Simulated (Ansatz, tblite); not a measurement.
Isomers of LiCu₄⁻ (singlet), found by a short tight-binding search and relaxed with PBE-D4/def2-SVPD in Ansatz.

The xTB rows come from tblite. B3LYP takes the VWN-RPA correlation. Correlated methods freeze 36 core orbitals; core or outer-core shells of Li are correlated, in sets that lack core-valence functions.

Run but left out: HF/def2-TZVPD, MP2/def2-TZVPD, CCSD/def2-TZVPD, CCSD(T)/def2-TZVPD (A: restricted singlet, unstable towards broken spin symmetry).

A: At PBE-D4/def2-TZVPD, revPBE-D4/def2-TZVPD, r2SCAN-D4/def2-TZVPD the highest occupied level of the charge -1 singlet lies above zero (up to 0.41 eV). The electron is either unbound and held by the finite basis, or the level is raised by self-interaction error. The restricted singlet is unstable towards broken spin symmetry in Hartree–Fock (as tested in another run); at revPBE-D4/def2-TZVPD, r2SCAN-D4/def2-TZVPD, B3LYP-D4/def2-TZVPD, PBE0-D4/def2-TZVPD and others this wasn't settled. B: At PBE-D4/def2-TZVPD, revPBE-D4/def2-TZVPD the highest occupied level of the charge -1 singlet lies above zero (up to 0.09 eV). The electron is either unbound and held by the finite basis, or the level is raised by self-interaction error. The restricted singlet is unstable towards broken spin symmetry in Hartree–Fock (as tested in another run); at revPBE-D4/def2-TZVPD, r2SCAN-D4/def2-TZVPD, B3LYP-D4/def2-TZVPD, PBE0-D4/def2-TZVPD and others this wasn't settled.

Other spin states weren't relaxed.

A:

```xyz
5

Li    1.012   -0.767    0.649
Cu   -1.352   -0.535    0.404
Cu    0.660    1.060   -0.848
Cu   -0.193    1.297    1.341
Cu   -0.125   -1.055   -1.545
```

B:

```xyz
5

Li    0.522   -0.753   -0.318
Cu   -1.267    0.175    1.095
Cu    1.868    0.985   -1.375
Cu    0.331    1.627    0.279
Cu   -1.453   -2.033    0.320
```

Estimate which lies lowest at each level, and how far above it the others are (eV).


| level | A | B |
| --- | --- | --- |
| GFN1-xTB | 0.00 | 0.68 |
| GFN2-xTB | 0.63 | 0.00 |
| PBE-D4/def2-TZVPD | 0.00 | 0.16 |
| revPBE-D4/def2-TZVPD | 0.00 | 0.11 |
| r2SCAN-D4/def2-TZVPD | 0.00 | 0.29 |
| B3LYP-D4/def2-TZVPD | 0.10 | 0.00 |
| PBE0-D4/def2-TZVPD | 0.00 | 0.08 |
| ωB97M-V/def2-TZVPD | 0.00 | 0.04 |
| RPA@PBE/def2-TZVPD | 0.00 | 0.04 |
Point groups (tolerance 0.1 Å): A C2v, B Cs. Lower isomers may exist.
